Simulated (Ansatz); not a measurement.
Correlation energies of `[SiH3]C([SiH3])BCl` by basis set

```xyz
13

Si   -0.3356    0.6386   -1.5178
C     0.5558    0.0075    0.0196
Si   -0.3870   -1.4886    0.6754
B     0.5815    1.1066    1.0876
Cl    2.0886    1.7289    1.7306
H    -1.7287    1.0197   -1.1719
H     0.3660    1.8231   -2.0768
H    -0.3634   -0.4327   -2.5479
H     1.5607   -0.3178   -0.2719
H    -0.4037   -2.5544   -0.3605
H     0.2659   -2.0200    1.8998
H    -1.7835   -1.1015    1.0007
H    -0.4165    1.5906    1.5332
```

The species carries charge 0 and has multiplicity 1. All single points use the PBE0-D4/def2-TZVP geometry. It is one conformer, not always the lowest. Frozen core, restricted reference, Ansatz 0.2.0. CBS rows extrapolate triple and quadruple zeta; past MP2 they add the triple-zeta difference.

```tsv
basis	HF (Eh)	MP2 corr.	CCSD corr.	(T)	CCSD(T) total
def2-TZVPP	-1104.67988	-0.72084	-0.79490	-0.03190	-1105.50668
def2-QZVPP	-1104.71363	-0.77549	–	–	–
CBS(def2)	-1104.71828	-0.81598	-0.89004	as TZ	-1105.64022
```
